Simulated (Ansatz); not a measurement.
Ansatz (a first-principles code) input (CCSD(T)/def2-SVPD):

Ansatz 0.2 input:
```yaml
crystal:
  periodic: [false, false, false]
  atoms:
    - {symbol: Si, position_ang: [1.53523423, -1.06890713, 0.05862114]}
    - {symbol: I, position_ang: [-0.46260465, 0.35472738, -0.01782576]}
    - {symbol: H, position_ang: [1.47008769, -1.91189127, 1.27975967]}
    - {symbol: H, position_ang: [1.55467962, -1.92396005, -1.15569020]}
basis:
  gaussian:
    orbitals: def2-SVPD
magnetization: {spin_polarized: true, initial_magnetization: 1}
correlation: {method: ccsd_t, electrons: outside_noble_gas}
output: {forces: true}
```

Output:

```
Functional definition: HF
integrals: 0.10 GiB planned
830 factors; integrals over basis functions are off by at most 1.2e-3 eV
mean field: 0.29 GiB planned
mean field evaluation 1: about -15962.8297 eV, gradient 8.4e0 eV
mean field evaluation 2: about -15962.8403 eV, gradient 8.4e0 eV
mean field evaluation 4: about -15963.7046 eV, gradient 1.5e0 eV
mean field evaluation 8: about -15963.7488 eV, gradient 1.9e-1 eV
mean field evaluation 16: about -15962.8295 eV, gradient 8.4e0 eV
mean field evaluation 32: about -15960.0292 eV, gradient 1.2e-1 eV
mean field -15963.75014453 eV, -586.6569971929 hartree, gradient 2.0e-6 eV, S^2 0.755610; 0 other end points of the search recorded, 0 dependent functions left out
14 core orbitals not correlated
reference -15963.75014453 eV, -586.6569971929 hartree; 7, 6 occupied and 54, 55 virtual orbitals, 830 factors
densities: 0.38 GiB planned
second order -5.16259521 eV of doubles, -0.00000000 eV of singles
coupled cluster: 0.28 GiB planned
cycle   1  -5.73838974 eV  change   -5.8e-1 eV  update   6.9e-2
cycle   2  -5.95257152 eV  change   -2.1e-1 eV  update   2.4e-2
cycle   3  -5.98420058 eV  change   -3.2e-2 eV  update   1.2e-2
cycle   4  -5.98211373 eV  change    2.1e-3 eV  update   5.3e-3
cycle   5  -5.98225122 eV  change   -1.4e-4 eV  update   2.5e-3
cycle   6  -5.98268331 eV  change   -4.3e-4 eV  update   8.8e-4
cycle   7  -5.98284420 eV  change   -1.6e-4 eV  update   3.4e-4
cycle   8  -5.98287003 eV  change   -2.6e-5 eV  update   1.1e-4
cycle   9  -5.98285029 eV  change    2.0e-5 eV  update   4.2e-5
cycle  10  -5.98284618 eV  change    4.1e-6 eV  update   1.9e-5
cycle  11  -5.98284766 eV  change   -1.5e-6 eV  update   8.0e-6
cycle  12  -5.98284718 eV  change    4.8e-7 eV  update   3.4e-6
cycle  13  -5.98284641 eV  change    7.7e-7 eV  update   1.5e-6
perturbative correction -0.17510039 eV, -0.0064348206 hartree
the calculation of the forces begins
Total energy: -15969.90809133 eV, -586.8832975637 hartree
Atom 0 at     1.535234    -1.068907     0.058621 Å, force     0.142037    -0.076927     0.005315 eV/Å
Atom 1 at    -0.462605     0.354727    -0.017826 Å, force    -0.172443     0.136483    -0.006666 eV/Å
Atom 2 at     1.470088    -1.911891     1.279760 Å, force     0.013018    -0.029466     0.063590 eV/Å
Atom 3 at     1.554680    -1.923960    -1.155690 Å, force     0.017388    -0.030090    -0.062238 eV/Å
Dipole moment:     0.160401    -0.119597     0.006164 e Å
```

It need not be the lowest isomer of its formula.
